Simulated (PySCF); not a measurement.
**O²⁺ (oxygen, charge +2) across methods**

[He] 2s2 2p2, high-spin 3P determinant. Computed with PySCF 2.14 in aug-cc-pwCVDZ (5s4p2d, 27 functions), with no relativity, point nucleus.

```tsv
method	E (hartree)	mean ε 2s α (eV)	mean ε 2s β (eV)	mean ε 2p α (eV)	Σ⟨r²⟩ (bohr²)	⟨S²⟩
PBE0	-73.1949	-63.276	-57.604	-47.823	5.129	2.002
M06-L	-73.2603	-60.844	-55.834	-45.597	5.066	2.003
BP86	-73.2496	-59.875	-55.644	-45.025	5.130	2.001
r2SCAN	-73.2323	-61.252	-55.694	-46.042	5.121	2.003
PBEsol	-72.9333	-59.650	-55.221	-44.832	5.156	2.001
r2SCANh	-73.2336	-62.447	-56.494	-47.057	5.118	2.003
UHF	-73.08495	-72.787	-62.376	-55.654	5.114	2.005
LDA	-72.6866	-59.572	-55.299	-44.924	5.170	2.001
PBE	-73.1799	-59.858	-55.473	-45.017	5.146	2.001
```
